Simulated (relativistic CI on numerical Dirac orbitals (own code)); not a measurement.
## Hyperfine structure of Xe⁴⁸⁺, mass number 131

Computed by Dirac-Coulomb-Breit CI, KLI orbitals optimised for each configuration, model QED (radiative potential, 1s self-energy scaled to tabulated hydrogen-like ionisation energies), unscaled Slater integrals (own radial code, finite nucleus).

Configurations in the expansion (outside the closed core 1s2): 2s²2p², 2s2p³, 2p⁴, 2p³3s, 2p³3p, 2p³3d, 2s²2p3s, 2s²2p3p, 2s²2p3d, 2s2p²3s, 2s2p²3p, 2s2p²3d, 2s²2p4s, 2s²2p4p, 2s²2p4d, 2s²2p4f. Levels of other configurations are missing.

Nuclear spin I = 3/2, μ = 0.69185 μN, Q = -0.114 b (tables of Stone and Pyykkö). The electronic factors are computed for point nuclear moments, without core polarisation or the Bohr-Weisskopf and QED corrections.

| Level | E (10³ cm⁻¹) | A (GHz) | B (GHz) |
| --- | --- | --- | --- |
| 2s²2p² ³P1 | 2682.7 | -55.33 | -33.3 |
| 2s²2p² ¹D2 | 2810.7 | 338.2 | -57.7 |
| 2s²2p² ³P2 | 5594.4 | 146 | -8.78 |
| 2s2p³ ³D°3 | 7019.3 | 740.3 | 0.192 |
| 2s2p³ ¹D°2 | 7527.9 | -18.89 | 16.3 |
| 2s2p³ ³P°1 | 7554.7 | 1510 | -17.9 |
| 2p⁴ ³P2 | 9145.0 | 137.5 | -8.03 |

Levels with J = 0, under 50 % of one LS term, or S terms without an open s electron are left out. Small factors come from cancelling terms and can be off by tens of per cent or more.

At this charge energies of transitions that change n are usually good to better than 1 %, and those within a shell (Δn = 0) to a few per cent.

(1) Give the hyperfine levels of 2s²2p² ¹D2 relative to its centre of gravity.

Answers

(1) With K = F(F + 1) − I(I + 1) − J(J + 1), E = AK/2 + B[¾K(K + 1) − I(I + 1)J(J + 1)]/[2I(2I − 1)J(2J − 1)]: F = 1/2: -1573, F = 3/2: -1015, F = 5/2: -133.1, F = 7/2: 1000 GHz.

LS names give the leading component of a level, which can be under half, so a name can repeat, a term be missing and a line seem to break the LS rules.
